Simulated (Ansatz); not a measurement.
The cluster Pb3⁺, 3 atoms. Hardware: 4 threads of Arm Neoverse V1 on a shared host.

In the def2 sets Pb takes a core potential; there is no spin–orbit coupling. Correlated methods freeze 12 core orbitals; core or outer-core shells of Pb are correlated, in sets that lack core-valence functions.

Task: How many basis functions does each of these Ansatz runs have, and roughly what does it cost? CCSD(T)/def2-SVP, charge 1 doublet, energy, from earlier orbitals; r2SCAN-D4/def2-TZVP, charge 1 doublet, energy and forces, from earlier orbitals; PBE-D4/def2-TZVP, charge 1 quartet, energy, from earlier orbitals; r2SCAN-D4/def2-TZVP, charge 1 quartet, energy, from earlier orbitals; PBE0-D4/def2-SVP, charge 1 quartet, relaxation, 4 steps; r2SCAN-D4/def2-TZVP, charge 0 singlet at the geometry of the charge 1 doublet, energy, from earlier orbitals; LDA (SPW92)/def2-TZVP, charge 1 doublet, energy, from earlier orbitals; PBE0-D4/def2-TZVP, charge 0 singlet at the geometry of the charge 1 doublet, energy, from earlier orbitals; r2SCANh-D4/def2-TZVP, charge 1 quartet, energy, from earlier orbitals; PBE0-D4/def2-SVP, charge 1 doublet, energy, from earlier orbitals; CAM-B3LYP-D4/def2-TZVP, charge 1 doublet, energy, from earlier orbitals; r2SCAN-D4/def2-TZVP, charge 0 triplet at the geometry of the charge 1 doublet, energy, from earlier orbitals.

Result: Other jobs shared the machine, so times can vary by a factor of up to 3. A dash marks memory too small to be measured apart from the calling script's.

| run | functions | fitting or Cholesky vectors | wall time | peak host memory (GiB) |
| --- | --- | --- | --- | --- |
| PBE0-D4/def2-TZVP, charge 0 singlet at the geometry of the charge 1 doublet, energy, from earlier orbitals | 150 | 1290 | 1.9 s | – |
| PBE-D4/def2-TZVP, charge 1 quartet, energy, from earlier orbitals | 150 | 1146 | 2.1 s | – |
| LDA (SPW92)/def2-TZVP, charge 1 doublet, energy, from earlier orbitals | 150 | 1146 | 2.5 s | – |
| PBE0-D4/def2-SVP, charge 1 doublet, energy, from earlier orbitals | 78 | 1041 | 2.9 s | – |
| r2SCAN-D4/def2-TZVP, charge 0 singlet at the geometry of the charge 1 doublet, energy, from earlier orbitals | 150 | 1146 | 3.2 s | – |
| r2SCAN-D4/def2-TZVP, charge 1 quartet, energy, from earlier orbitals | 150 | 1146 | 7 s | – |
| r2SCANh-D4/def2-TZVP, charge 1 quartet, energy, from earlier orbitals | 150 | 1146 | 7.5 s | 0.57 |
| CAM-B3LYP-D4/def2-TZVP, charge 1 doublet, energy, from earlier orbitals | 150 | 1290 | 12 s | 0.89 |
| PBE0-D4/def2-SVP, charge 1 quartet, relaxation, 4 steps | 78 | 1097 | 13 s | – |
| r2SCAN-D4/def2-TZVP, charge 1 doublet, energy and forces, from earlier orbitals | 150 | 1146 | 17 s | – |
| CCSD(T)/def2-SVP, charge 1 doublet, energy, from earlier orbitals | 78 | 1041 | 18 s | 0.57 |
| r2SCAN-D4/def2-TZVP, charge 0 triplet at the geometry of the charge 1 doublet, energy, from earlier orbitals | 150 | 1146 | 23 s | – |
